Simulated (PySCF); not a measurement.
An unknown is described by computed data only.

Formula: C5H5F3O.

| Property | Result |
| --- | --- |
| 13C NMR | chemical shifts (computed TMS as zero) by class: 165.9 (1 C), 154.3 (1 C), 140.0 (1 C), 118.7 (1 C), 93.7 (1 C) ppm [GIAO PBE0/pcSseg-1] |
| Rotational structure | rotational constants A, B, C: 4.584, 0.625, 0.601 GHz [GFN2-xTB] |
| Triplet | lowest triplet excitation (Tamm–Dancoff): 3.84 eV [TDA CAM-B3LYP/def2-SVPD] |
| Polarisability | 69.6 au [CAM-B3LYP/def2-SVPD] |
| 1H NMR | chemical shifts (computed TMS as zero) by class: 7.55 (1 H), 7.28 (1 H), 6.26 (1 H), 5.31 (1 H), 4.79 (1 H) ppm [GIAO PBE0/pcSseg-1] |
| Dipole | 1.09 D [CAM-B3LYP/def2-SVPD] |
| UV, first state | lowest singlet excitation: 5.89 eV (210 nm, f = 0.350) [TDDFT CAM-B3LYP/def2-SVPD] |
| NMR, other nuclei | isotropic shieldings of nuclei other than C and H, by class: 182 (1 O), 300 (2 F), 351 (1 F) ppm [GIAO PBE0/pcSseg-1] |

Electronic properties: PySCF, gas phase, density fitting. Levels stand in brackets. One conformer (not necessarily the lowest) at the GFN2-xTB geometry, without solvent, vibrations or thermal averaging. NMR values are class means; diastereotopic atoms form classes of their own.

Question: What is the compound? Reason from the data.

Answer: Numbering: `[CH2:1]=[C:2]([O:3]/[CH:4]=[CH:5]/[F:6])[CH:7]([F:8])[F:9]`. Its formula, C5H5F3O, gives 2 degrees of unsaturation: 0 rings and 2 π bonds in the structure found. 5 carbons fall into 5 classes; from least to most shielded: vinylic carbon bearing oxygen [C2] (165.9 ppm), vinylic C–F carbon [C5] (154.3 ppm), vinylic carbon bearing oxygen [C4] (140.0 ppm), CHF2 carbon [C7] (118.7 ppm), terminal =CH2 carbon [C1] (93.7 ppm). Hydrogen classes from least to most shielded: 1 H on a vinylic C–F carbon, C5 (7.55 ppm), 1 H on a vinylic carbon bearing oxygen, C4 (7.28 ppm), 1 H on a CHF2 carbon, C7 (6.26 ppm), 1 H on a terminal =CH2 carbon, C1 (5.31 ppm), 1 H on a terminal =CH2 carbon, C1 (4.79 ppm). The other shieldings belong to: 182 ppm, ether oxygen [O3]; 300 ppm, fluorine of a CF2 group [F8/F9]; 351 ppm, vinyl fluorine [F6]. The optimised geometry has point group C1 and is an asymmetric top. Structure: `FC(F)C(O/C=C/F)=C`. Computed isomers that give other values at the same levels: `FC(F)[C@@H]1C=C[C@@H](F)O1` (13C chemical shifts (computed TMS as zero) by class: 139.4 (1 C), 138.4 (1 C), 121.5 (1 C), 121.0 (1 C), 92.9 (1 C) ppm); `O=C(F)[C@@]1(F)CC[C@H]1F` (13C chemical shifts (computed TMS as zero) by class: 170.2 (1 C), 99.6 (1 C), 96.2 (1 C), 25.3 (1 C), 22.7 (1 C) ppm); `FC(F)(F)[C@H]1C=COC1` (13C chemical shifts (computed TMS as zero) by class: 159.5 (1 C), 135.7 (1 C), 99.1 (1 C), 71.6 (1 C), 53.6 (1 C) ppm). The assignments are read from this structure; whether some other isomer fits the data as well wasn't checked.

Conformer computed: `[CH2:1]=[C:2]([O:3]/[CH:4]=[CH:5]/[F:6])[CH:7]([F:8])[F:9]`: C1–C2–O3–C4 17°, C2–O3–C4–C5 -164°, C1–C2–C7–F8 40°.
